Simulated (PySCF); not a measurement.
## SMILES C=C(C)/C(C)=C/C, C$_{7}$H$_{12}$

Geometry:
```json
{"atom": "C1", "x (Å)": "-1.394", "y (Å)": "-0.360", "z (Å)": "1.803"}
{"atom": "C2", "x (Å)": "-1.012", "y (Å)": "-0.515", "z (Å)": "0.522"}
{"atom": "C3", "x (Å)": "-1.937", "y (Å)": "-1.184", "z (Å)": "-0.456"}
{"atom": "C4", "x (Å)": "0.305", "y (Å)": "-0.040", "z (Å)": "0.044"}
{"atom": "C5", "x (Å)": "1.215", "y (Å)": "0.618", "z (Å)": "1.040"}
{"atom": "C6", "x (Å)": "0.670", "y (Å)": "-0.194", "z (Å)": "-1.246"}
{"atom": "C7", "x (Å)": "1.967", "y (Å)": "0.242", "z (Å)": "-1.857"}
{"atom": "H8", "x (Å)": "-0.761", "y (Å)": "0.120", "z (Å)": "2.551"}
{"atom": "H9", "x (Å)": "-2.369", "y (Å)": "-0.717", "z (Å)": "2.143"}
{"atom": "H10", "x (Å)": "-2.867", "y (Å)": "-1.497", "z (Å)": "0.039"}
{"atom": "H11", "x (Å)": "-1.473", "y (Å)": "-2.077", "z (Å)": "-0.905"}
{"atom": "H12", "x (Å)": "-2.204", "y (Å)": "-0.509", "z (Å)": "-1.284"}
{"atom": "H13", "x (Å)": "0.740", "y (Å)": "1.509", "z (Å)": "1.483"}
{"atom": "H14", "x (Å)": "1.456", "y (Å)": "-0.063", "z (Å)": "1.872"}
{"atom": "H15", "x (Å)": "2.160", "y (Å)": "0.939", "z (Å)": "0.584"}
{"atom": "H16", "x (Å)": "-0.038", "y (Å)": "-0.676", "z (Å)": "-1.926"}
{"atom": "H17", "x (Å)": "2.066", "y (Å)": "1.341", "z (Å)": "-1.874"}
{"atom": "H18", "x (Å)": "2.839", "y (Å)": "-0.148", "z (Å)": "-1.307"}
{"atom": "H19", "x (Å)": "2.052", "y (Å)": "-0.106", "z (Å)": "-2.895"}
```

Method: PySCF, quadratic response CAM-B3LYP/aug-cc-pVDZ first hyperpolarisability, Taylor convention, gas phase. Geometry: PBE0-D3(BJ)/def2-SVP.

(1) Give the tensor of the second harmonic β(−2ω;ω,ω) at 1907 nm in the axes of these coordinates.

## Answers

(1) In au, Taylor convention; rows are the first index (the induced dipole):
```
      xx     yy     zz     xy     xz     yz
x  +80.0  +20.4  +52.4   +2.2  -70.0   +0.4
y   +2.3  -10.8  +30.3  +19.7   +0.7  -36.7
z  -71.3  -37.7  -81.8   +0.7  +53.2  +30.9
```
Norm of βᵢ = ⅓ Σⱼ (βᵢⱼⱼ + βⱼᵢⱼ + βⱼⱼᵢ): 244.3 au, hyper-Rayleigh value 93.9 au.
